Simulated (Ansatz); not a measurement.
Abstraction of F: MgHF + GeH2(CH3) → MgH + GeH2(CH3)F

Species: MgHF `[F][MgH]`, singlet; GeH2(CH3), doublet; MgH, doublet; GeH2(CH3)F, singlet. A radical takes F: the energy is the difference in strength between the Mg–F bond broken and the Ge–F bond made.

Shapes, held fixed at every level: PBE0-D4/def2-TZVP. Programs: Ansatz 0.2.0. The zero-point and thermal change to 298 K, harmonic and unscaled (PBE0-D4/def2-TZVP), is +1.8 kJ/mol.

**Question.** Estimate ΔH(298 K) of this reaction.

**Answer.** The highest level, CCSD(T)/def2-TZVPP, gives ΔH(298 K) = +43.3 kJ/mol; the levels span +40.7 to +48.3. The column of differences is taken from that level and isn't an error. No measured value is set beside it here. Open shells run unrestricted unless RO is named. Relativity is left out for Ge unless named. Correlated rows may include outer-core shells of Ge, Mg, which these sets cover unevenly. Times are processor times on shared x86 and Arm servers, and rough.

```csv
level,kind,ΔH(298 K) (kJ/mol),less CCSD(T)/def2-TZVPP,CPU time (sum over the molecules)
PBE-D4/def2-TZVPP,GGA,+43.9,+0.6,9.5 s
B3LYP-D4/def2-TZVPP,global hybrid,+48.3,+5.0,14 s
BHLYP-D4/def2-TZVPP,global hybrid,+43.2,-0.1,11 s
PBE0-D4/def2-TZVPP,global hybrid,+40.7,-2.6,11 s
r2SCAN0-D4/def2-TZVPP,global hybrid,+45.6,+2.3,22 s
wB97X-V/def2-TZVPP,range-separated hybrid,+45.3,+2.0,34 s
CCSD/def2-TZVPP,coupled cluster or CI,+44.3,+1.0,–
CCSD(T)/def2-TZVPP,coupled cluster or CI,+43.3,0.0,4.1 min
```
